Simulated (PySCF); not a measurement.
C₆H₁₄Se, charge +1, doublet, at a GFN2-xTB geometry (a state made from the parent by changing its charge; the spin is typed, not shown lowest); PySCF with DF-SVWN5/6-31G.

PySCF was given this input:
```python
from pyscf import gto, scf, dft

mol = gto.M(
    atom='''
C     2.059500    0.966653    1.047272
C     1.445175   -0.370545    0.655741
C     2.467584   -1.341184    0.102400
Se    0.044415   -0.020532   -0.723619
C    -1.510126    0.368989    0.468443
C    -2.405150    1.397075   -0.192417
C    -2.229217   -0.945885    0.737804
H     2.583090    1.417982    0.206618
H     2.784451    0.793678    1.840872
H     1.315780    1.668919    1.420871
H     0.910110   -0.804847    1.505626
H     2.009784   -2.286115   -0.184365
H     3.213264   -1.546593    0.868116
H     2.984425   -0.925167   -0.760424
H    -1.077054    0.760379    1.393456
H    -1.872397    2.325958   -0.387711
H    -2.815543    1.023801   -1.128834
H    -3.239536    1.619513    0.470118
H    -1.573786   -1.687279    1.192460
H    -2.650182   -1.357685   -0.177504
H    -3.049119   -0.755053    1.428301
''',
    basis='6-31g',
    charge=1,
    spin=1,
    verbose=4,
)

mf = dft.UKS(mol)
mf.xc = 'lda,vwn'
mf = mf.density_fit(auxbasis='def2-universal-jkfit')
mf.kernel()
mf.analyze()
```

What the program printed (banner, timings and long lists left out):

```
PySCF version 2.14.0

[INPUT] verbose = 4
[INPUT] num. atoms = 21
[INPUT] num. electrons = 83
[INPUT] charge = 1
[INPUT] spin (= nelec alpha-beta = 2S) = 1
[INPUT] symmetry False subgroup None
[INPUT] Mole.unit = angstrom
[INPUT] Symbol           X                Y                Z      unit          X                Y                Z       unit  Magmom
[...]
nuclear repulsion = 565.366448091088
number of shells = 69
number of NR pGTOs = 278
number of NR cGTOs = 109
basis = 6-31g
ecp = {}

******** <class 'pyscf.df.df_jk.DFUKS'> ********
method = DFUKS
initial guess = minao
damping factor = 0
level_shift factor = 0
DIIS = <class 'pyscf.scf.diis.CDIIS'>
diis_start_cycle = 1
diis_space = 8
diis_damp = 0
SCF conv_tol = 1e-09
SCF conv_tol_grad = None
SCF max_cycles = 50
direct_scf = False
number electrons alpha = 42  beta = 41
XC library pyscf.dft.libxc version 7.1.2
    S. Lehtola, C. Steigemann, M. J. T. Oliveira, and M. A. L. Marques,  SoftwareX 7, 1–5 (2018)
XC functionals = lda,vwn
    P. A. M. Dirac,  Math. Proc. Cambridge Philos. Soc. 26, 376 (1930)
    F. Bloch,  Z. Phys. 57, 545 (1929)
    S. H. Vosko, L. Wilk, and M. Nusair,  Can. J. Phys. 58, 1200 (1980)
radial grids:
    Treutler-Ahlrichs [JCP 102, 346 (1995); DOI:10.1063/1.469408] (M4) radial grids

becke partition: Becke, JCP 88, 2547 (1988); DOI:10.1063/1.454033
pruning grids: <function nwchem_prune>
grids dens level: 3
symmetrized grids: False
atomic radii adjust function: <function treutler_atomic_radii_adjust>
small_rho_cutoff = 0
Set gradient conv threshold to 3.16228e-05
tot grids = 242448
init E= -2631.79020762888

cycle= 1 E= -2632.10107927951  delta_E= -0.311  |g|= 0.484  |ddm|= 2.89
cycle= 2 E= -2631.63058603501  delta_E= 0.47  |g|= 0.927  |ddm|= 1.68
cycle= 3 E= -2632.20556904242  delta_E= -0.575  |g|= 0.212  |ddm|= 1.51
cycle= 4 E= -2632.23286889053  delta_E= -0.0273  |g|= 0.0399  |ddm|= 0.323
cycle= 5 E= -2632.23353003877  delta_E= -0.000661  |g|= 0.0256  |ddm|= 0.0786
cycle= 6 E= -2632.23387240851  delta_E= -0.000342  |g|= 0.00342  |ddm|= 0.0331
cycle= 7 E= -2632.23387883094  delta_E= -6.42e-06  |g|= 0.000839  |ddm|= 0.0068
cycle= 8 E= -2632.23387903868  delta_E= -2.08e-07  |g|= 0.000706  |ddm|= 0.00204
cycle= 9 E= -2632.2338793296  delta_E= -2.91e-07  |g|= 0.000121  |ddm|= 0.00103
cycle= 10 E= -2632.23387933764  delta_E= -8.04e-09  |g|= 7.09e-05  |ddm|= 0.000257
cycle= 11 E= -2632.23387934047  delta_E= -2.83e-09  |g|= 1.68e-05  |ddm|= 9.84e-05
cycle= 12 E= -2632.2338793406  delta_E= -1.31e-10  |g|= 8.59e-06  |ddm|= 3.48e-05
Extra cycle  E= -2632.23387934052  delta_E= 8.78e-11  |g|= 1.53e-05  |ddm|= 3.6e-05
converged SCF energy = -2632.23387934052  <S^2> = 0.75116871  2S+1 = 2.0011684
**** SCF Summaries ****
Total Energy =                       -2632.233879340516523
Nuclear Repulsion Energy =             565.366448091088046
One-electron Energy =                -4769.054741186507272
Two-electron Energy =                 1571.454413754902589
Two-electron Coulomb Energy =         1690.437739648113393
DFT Exchange-Correlation Energy =     -118.983325893210775
**** MO energy ****
                             alpha | beta                alpha | beta
[...]
To work with the spin densities directly, `use mulliken_meta_spin()` only printing them here.

 ** Mulliken spin pop alpha/beta on meta-lowdin orthogonal AOs **
 ** Mulliken Spin Density (per AO)  **
spin_pop of  0 C 1s       -0.00000
spin_pop of  0 C 2s        0.00432
spin_pop of  0 C 3s        0.00002
spin_pop of  0 C 2px       0.01352
spin_pop of  0 C 2py       0.00767
spin_pop of  0 C 2pz       0.00945
spin_pop of  0 C 3px       0.00010
spin_pop of  0 C 3py       0.00004
spin_pop of  0 C 3pz       0.00007
spin_pop of  1 C 1s       -0.00000
spin_pop of  1 C 2s       -0.00179
spin_pop of  1 C 3s        0.00001
spin_pop of  1 C 2px      -0.00644
spin_pop of  1 C 2py       0.01141
spin_pop of  1 C 2pz      -0.00906
spin_pop of  1 C 3px       0.00012
spin_pop of  1 C 3py       0.00019
[...]
spin_pop of  5 C 3s        0.00001
spin_pop of  5 C 2px       0.00488
spin_pop of  5 C 2py       0.00122
spin_pop of  5 C 2pz       0.00033
spin_pop of  5 C 3px       0.00002
spin_pop of  5 C 3py       0.00003
spin_pop of  5 C 3pz       0.00002
spin_pop of  6 C 1s       -0.00000
spin_pop of  6 C 2s        0.00428
spin_pop of  6 C 3s        0.00002
spin_pop of  6 C 2px       0.01727
spin_pop of  6 C 2py       0.00666
spin_pop of  6 C 2pz       0.00666
spin_pop of  6 C 3px       0.00011
spin_pop of  6 C 3py       0.00004
spin_pop of  6 C 3pz       0.00006
spin_pop of  7 H 1s       -0.00130
spin_pop of  7 H 2s        0.00000
spin_pop of  8 H 1s        0.01118
spin_pop of  8 H 2s        0.00006
spin_pop of  9 H 1s       -0.00076
spin_pop of  9 H 2s        0.00001
spin_pop of  10 H 1s        0.00799
spin_pop of  10 H 2s        0.00004
spin_pop of  11 H 1s       -0.00003
spin_pop of  11 H 2s       -0.00002
spin_pop of  12 H 1s        0.00169
spin_pop of  12 H 2s        0.00002
spin_pop of  13 H 1s        0.00089
spin_pop of  13 H 2s        0.00000
spin_pop of  14 H 1s        0.00619
spin_pop of  14 H 2s        0.00003
spin_pop of  15 H 1s       -0.00014
spin_pop of  15 H 2s       -0.00002
spin_pop of  16 H 1s        0.00073
spin_pop of  16 H 2s        0.00001
spin_pop of  17 H 1s        0.00242
spin_pop of  17 H 2s        0.00002
spin_pop of  18 H 1s       -0.00080
spin_pop of  18 H 2s        0.00001
spin_pop of  19 H 1s       -0.00128
spin_pop of  19 H 2s        0.00001
spin_pop of  20 H 1s        0.01157
spin_pop of  20 H 2s        0.00006
 ** Mulliken Spin Density (per atom)  **
spin density of  0 C =      0.03518
spin density of  1 C =     -0.00551
spin density of  2 C =      0.00524
spin density of  3 Se =      0.89033
spin density of  4 C =     -0.00606
spin density of  5 C =      0.00712
spin density of  6 C =      0.03510
spin density of  7 H =     -0.00129
spin density of  8 H =      0.01124
spin density of  9 H =     -0.00075
spin density of  10 H =      0.00803
spin density of  11 H =     -0.00005
spin density of  12 H =      0.00171
spin density of  13 H =      0.00089
spin density of  14 H =      0.00622
spin density of  15 H =     -0.00016
spin density of  16 H =      0.00073
spin density of  17 H =      0.00245
spin density of  18 H =     -0.00079
spin density of  19 H =     -0.00128
spin density of  20 H =      0.01163
 ** Mulliken pop alpha/beta on meta-lowdin orthogonal AOs **
 ** Mulliken pop       alpha | beta **
In total            42.00000 | 41.00000
 ** Mulliken atomic charges   ( Nelec_alpha | Nelec_beta ) **
charge of  0C =     -0.36806  (     3.20162      3.16644 )
charge of  1C =     -0.12155  (     3.05802      3.06353 )
charge of  2C =     -0.37576  (     3.19050      3.18526 )
charge of  3Se =      0.58888  (    17.15072     16.26039 )
charge of  4C =     -0.12175  (     3.05785      3.06391 )
charge of  5C =     -0.37514  (     3.19113      3.18401 )
charge of  6C =     -0.36810  (     3.20160      3.16650 )
charge of  7H =      0.14865  (     0.42503      0.42632 )
charge of  8H =      0.17389  (     0.41867      0.40744 )
charge of  9H =      0.13868  (     0.43029      0.43103 )
charge of  10H =      0.14981  (     0.42911      0.42108 )
charge of  11H =      0.14631  (     0.42682      0.42687 )
charge of  12H =      0.16695  (     0.41738      0.41567 )
charge of  13H =      0.14682  (     0.42704      0.42614 )
charge of  14H =      0.14838  (     0.42892      0.42270 )
charge of  15H =      0.14596  (     0.42694      0.42710 )
charge of  16H =      0.14692  (     0.42691      0.42618 )
charge of  17H =      0.16718  (     0.41763      0.41519 )
charge of  18H =      0.13947  (     0.42987      0.43066 )
charge of  19H =      0.14867  (     0.42503      0.42630 )
charge of  20H =      0.17380  (     0.41892      0.40728 )

WARN: System has nonzero charge 1; the dipole moment is origin-dependent.
Location of origin: [0. 0. 0.]

Dipole moment(X, Y, Z, Debye): -0.10443,  0.01198,  1.62256
```
